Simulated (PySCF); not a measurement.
Ta(OH)₂ at several levels of theory

All levels use the PBE0 minimum (quartet; O–H 0.951 Å (×2), Ta–O 1.890 Å (×2); H–O–Ta 180.0° (×2), O–Ta–O 180.0°), basis [Ta def2-TZVP with ECP60, O def2-TZVP, H def2-TZVP], scalar-relativistic core potentials, density fitting, no spin–orbit coupling, PySCF. For vertical energies the ionised species is a triplet (spins chosen at PBE0 and kept) and the electron-attached one a triplet. Atomisation goes to high-spin ground-configuration atoms, without zero-point energy. Open shells are unrestricted, also as the reference of the correlated levels. A dash marks a value that was not computed or is not defined at that level.

```
 level  atomisation (kJ/mol)  vertical IP (eV)  vertical EA (eV)  −ε(HOMO) (eV)
  PBE0                  1914              7.12              0.17           4.70
    HF                  1334              6.61             -1.05           7.89
   MP2                  1952              6.80              0.13              –
   PBE                  1991              7.01              0.29           3.39
r2SCAN                  1966              7.10              0.02           3.70
 B3LYP                  1901              7.02              0.44           4.34
 TPSSh                  1918              6.93              0.14           3.90
revPBE                  1917              6.96              0.15           3.36
  TPSS                  1943              6.88              0.17           3.38
```

Without diffuse functions attachment energies tend to come out too low.

Open d and f shells are described by one determinant, and the ground state may have another occupation or spin. Spin–orbit coupling, left out here, can matter for elements this heavy.
